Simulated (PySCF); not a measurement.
Precursor series Zn CH3-Br. All species are isolated molecules in the gas phase. One relaxed conformer stands for each flexible species; it need not be the lowest.

The charge on the central atom (meta-Löwdin) from two functionals at the same geometries (PBE-D3(BJ)/def2-SVP), both in PySCF: PBE-D3(BJ)/def2-TZVP and TPSSh-D3(BJ)/def2-TZVP. 

| species | TPSSh-D3(BJ)/def2-TZVP (e) |
|---|---|
| 0 of 2 CH3 replaced by Br ([Zn(CH3)2]) | 1.04 |
| 1 of 2 CH3 replaced by Br ([Zn(CH3)(Br)]) | 1.09 |
| 2 of 2 CH3 replaced by Br | 1.18 |

Question: What does PBE-D3(BJ)/def2-TZVP give for each?

Answer: 
- 0 of 2 CH3 replaced by Br ([Zn(CH3)2]): 1.01
- 1 of 2 CH3 replaced by Br ([Zn(CH3)(Br)]): 1.05
- 2 of 2 CH3 replaced by Br: 1.13
Over these rows, drawn at random from the members with no instability flagged (it was tested for open shells, ions and some series alone), PBE minus TPSSh-D3(BJ): mean -0.04 e, from -0.05 e to -0.03 e.
